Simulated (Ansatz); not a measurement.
CH5FGeO (`[CH3][GeH]([OH])[F]`), relaxed with RKS PBE-D4/def2-SVP in Ansatz 0.2.0 from a rough embedded geometry. The force threshold is 0.03 eV/Å; the program also tests the step.

The species carries charge 0 and has multiplicity 1.

Start:

```xyz
9

C     0.062    1.134    0.165
Ge    0.391   -0.699   -0.111
O    -1.082   -1.591    0.247
F     1.650   -1.258    1.023
H    -0.217    1.382    1.215
H    -0.759    1.544   -0.518
H     0.975    1.752   -0.058
H     0.784   -0.963   -1.541
H    -1.805   -1.301   -0.422
```

Q: How much energy does the relaxation release, and in how many steps? (Estimate.)

A: Ansatz gave: 39.03 kJ/mol, in 16 steps, 2 of them rejected.

Q: Which bonds change most? (Best estimate.)

A: The calculation gave: C1–Ge2 from 1.883 to 1.939 Å; O3–H9 from 1.026 to 0.975 Å; Ge2–H8 from 1.507 to 1.554 Å; C1–H6 from 1.144 to 1.107 Å.

Q: Give the relaxed structure. (An estimate is asked.)

A: Computed: 
```xyz
9

C     0.132    1.316    0.191
Ge    0.231   -0.570   -0.248
O    -1.374   -1.260    0.136
F     1.398   -1.347    0.826
H    -0.320    1.425    1.196
H    -0.499    1.846   -0.548
H     1.145    1.760    0.193
H     0.697   -0.957   -1.679
H    -1.411   -2.213   -0.066
```
